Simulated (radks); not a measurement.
All-electron atom: Tl65+ in [Ne] 3s2 3p3 3d1 (not the ground configuration). All-electron calculation, Dirac Kohn-Sham, PBEsol, spin-unpolarised, spherical densities, finite nucleus; open shells are shared between the two j in proportion to 2j + 1; Fermi nuclear charge, rms radius 5.4759 fm. Program: a radial shooting solver on a logarithmic mesh with Libxc functionals.

Unscreened Slater integrals over Kohn-Sham orbitals (eV). Large and small components are both included. Empty in this configuration: 4s1/2.

| integral | value |
|---|---|
| F0(3d5/2,3d5/2) | 167.46 |
| F2(3d5/2,3d5/2) | 87.273 |
| F4(3d5/2,3d5/2) | 56.636 |
| F0(3d5/2,3d3/2) | 169.71 |
| F2(3d5/2,3d3/2) | 87.912 |
| G2(3d5/2,3d3/2) | 85.691 |
| G4(3d5/2,3d3/2) | 55.575 |
| F0(3d5/2,3p3/2) | 153.92 |
| F2(3d5/2,3p3/2) | 73.165 |
| G1(3d5/2,3p3/2) | 74.239 |
| G3(3d5/2,3p3/2) | 50.718 |
| F0(3d5/2,3p1/2) | 161.11 |
| G3(3d5/2,3p1/2) | 56.570 |
| F0(3d5/2,4s1/2) | 98.148 |
| G2(3d5/2,4s1/2) | 9.4890 |
| F0(3d3/2,3d3/2) | 172.10 |
| F2(3d3/2,3d3/2) | 88.719 |
| F0(3d3/2,3p3/2) | 155.65 |
| F2(3d3/2,3p3/2) | 72.783 |
| G1(3d3/2,3p3/2) | 72.398 |
| G3(3d3/2,3p3/2) | 49.421 |
| F0(3d3/2,3p1/2) | 163.13 |
| G1(3d3/2,3p1/2) | 85.526 |
| F0(3d3/2,4s1/2) | 98.700 |
| G2(3d3/2,4s1/2) | 9.4017 |
| F0(3p3/2,3p3/2) | 146.30 |
| F2(3p3/2,3p3/2) | 72.509 |
| F0(3p3/2,3p1/2) | 152.02 |
| G2(3p3/2,3p1/2) | 72.333 |
| F0(3p3/2,4s1/2) | 95.810 |
| G1(3p3/2,4s1/2) | 10.236 |
| F0(3p1/2,3p1/2) | 158.84 |
| F0(3p1/2,4s1/2) | 97.538 |
| G1(3p1/2,4s1/2) | 10.439 |
| F0(4s1/2,4s1/2) | 78.687 |
